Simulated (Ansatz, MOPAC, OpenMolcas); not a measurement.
## A ladder of methods for B2NH2OF (SMILES OB1NB1F)

The species is B2NH2OF (7 atoms), meant as a singlet with charge 0. As SMILES, `OB1NB1F`. The coordinates come from a PBE0-D4/def2-TZVP relaxation. This is one conformer, not always the lowest.

```xyz
7

O    -1.2767    0.1764    1.3081
B    -0.3790    0.1502    0.3042
N     0.6322   -0.7682   -0.0948
B     0.5870    0.3397   -0.9541
F     1.2500    0.7241   -2.0253
H    -1.8294    0.9602    1.2934
H     1.0772   -1.6504    0.1229
```

Quantity: the HOMO–LUMO gap, in eV. The values are calculated.

```
          level                    kind     program  value (eV)   CPU time
            PM7          semi-empirical       MOPAC        8.99  under 2 s
    HF/def2-SVP            Hartree–Fock  OpenMolcas       14.70       12 s
 SVWN5/def2-SVP                     LDA  OpenMolcas        5.10       37 s
revPBE/def2-SVP                     GGA  OpenMolcas        5.30       48 s
 M06-L/def2-SVP                meta-GGA  OpenMolcas        6.01       54 s
  TPSS/def2-SVP                meta-GGA  OpenMolcas        5.57       62 s
  PBE0/def2-SVP           global hybrid  OpenMolcas        7.66       42 s
 HSE06/def2-SVP  range-separated hybrid      Ansatz        6.86      6.7 s
B2PLYP/def2-SVP           double hybrid  OpenMolcas       10.35       31 s
```

The values span 5.10 to 14.70 eV. Orbital gaps aren't excitation energies, and those of double hybrids come from the SCF part alone; they tend to grow with the share of exact exchange. CPU times are rough (shared hosts, several kinds of processor and program).
